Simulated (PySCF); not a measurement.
Simulated outer-valence photoelectron spectrum of aluminum monobromide, `[Al][Br]` [singlet]. Computed with EOM-IP-CCSD/aug-cc-pVTZ in PySCF, restricted Hartree–Fock reference, frozen core, non-relativistic, gas phase, PBE0-D3(BJ)/def2-SVP geometry.

Each root has a Gaussian of 0.5 eV full width with its one-hole share as area; cross sections and vibrations are left out, and the highest printed point is 100.

```json
{"ionisation energy (eV)": "8.5", "intensity": "0"}
{"ionisation energy (eV)": "8.6", "intensity": "1"}
{"ionisation energy (eV)": "8.7", "intensity": "4"}
{"ionisation energy (eV)": "8.8", "intensity": "10"}
{"ionisation energy (eV)": "8.9", "intensity": "21"}
{"ionisation energy (eV)": "9.0", "intensity": "35"}
{"ionisation energy (eV)": "9.1", "intensity": "47"}
{"ionisation energy (eV)": "9.2", "intensity": "51"}
{"ionisation energy (eV)": "9.3", "intensity": "44"}
{"ionisation energy (eV)": "9.4", "intensity": "30"}
{"ionisation energy (eV)": "9.5", "intensity": "17"}
{"ionisation energy (eV)": "9.6", "intensity": "8"}
{"ionisation energy (eV)": "9.7", "intensity": "3"}
{"ionisation energy (eV)": "9.8", "intensity": "1"}
{"ionisation energy (eV)": "9.9", "intensity": "0"}
{"ionisation energy (eV)": "10.0", "intensity": "0"}
{"ionisation energy (eV)": "10.1", "intensity": "0"}
{"ionisation energy (eV)": "10.2", "intensity": "0"}
{"ionisation energy (eV)": "10.3", "intensity": "1"}
{"ionisation energy (eV)": "10.4", "intensity": "2"}
{"ionisation energy (eV)": "10.5", "intensity": "8"}
{"ionisation energy (eV)": "10.6", "intensity": "20"}
{"ionisation energy (eV)": "10.7", "intensity": "42"}
{"ionisation energy (eV)": "10.8", "intensity": "69"}
{"ionisation energy (eV)": "10.9", "intensity": "93"}
{"ionisation energy (eV)": "11.0", "intensity": "100"}
{"ionisation energy (eV)": "11.1", "intensity": "86"}
{"ionisation energy (eV)": "11.2", "intensity": "59"}
{"ionisation energy (eV)": "11.3", "intensity": "33"}
{"ionisation energy (eV)": "11.4", "intensity": "14"}
{"ionisation energy (eV)": "11.5", "intensity": "5"}
{"ionisation energy (eV)": "11.6", "intensity": "1"}
{"ionisation energy (eV)": "11.7", "intensity": "0"}
{"ionisation energy (eV)": "11.8", "intensity": "0"}
{"ionisation energy (eV)": "11.9", "intensity": "0"}
{"ionisation energy (eV)": "12.0", "intensity": "0"}
{"ionisation energy (eV)": "12.1", "intensity": "0"}
{"ionisation energy (eV)": "12.2", "intensity": "0"}
{"ionisation energy (eV)": "12.3", "intensity": "0"}
{"ionisation energy (eV)": "12.4", "intensity": "0"}
{"ionisation energy (eV)": "12.5", "intensity": "0"}
{"ionisation energy (eV)": "12.6", "intensity": "0"}
{"ionisation energy (eV)": "12.7", "intensity": "1"}
{"ionisation energy (eV)": "12.8", "intensity": "2"}
{"ionisation energy (eV)": "12.9", "intensity": "6"}
{"ionisation energy (eV)": "13.0", "intensity": "14"}
{"ionisation energy (eV)": "13.1", "intensity": "26"}
{"ionisation energy (eV)": "13.2", "intensity": "39"}
{"ionisation energy (eV)": "13.3", "intensity": "47"}
{"ionisation energy (eV)": "13.4", "intensity": "45"}
{"ionisation energy (eV)": "13.5", "intensity": "35"}
{"ionisation energy (eV)": "13.6", "intensity": "22"}
{"ionisation energy (eV)": "13.7", "intensity": "11"}
{"ionisation energy (eV)": "13.8", "intensity": "4"}
{"ionisation energy (eV)": "13.9", "intensity": "1"}
{"ionisation energy (eV)": "14.0", "intensity": "0"}
```

Where are the maxima, and how many lines lie under the curve?

3 maxima, at 9.2, 11.0 and 13.3 eV, from 3 lines (4 roots with degenerate partners counted).

List the lines with their holes.

```csv
E (eV),leading hole (HF orbital),area,Koopmans (eV)
9.18,HOMO,0.96,8.91
10.98,HOMO-1/HOMO-2,1.90,11.40
13.33,HOMO-3,0.90,13.97
```

The widest gap, 2.35 eV, lies between 10.98 and 13.33 eV. Only orbitals with −ε under 21 eV, eight at most, were ionised, so the high end of the curve may lack lines.

Hardware: an Arm Neoverse V1 with one thread, no GPU, shared host. Cost: 3.4 min, 1.2 GiB resident at most.
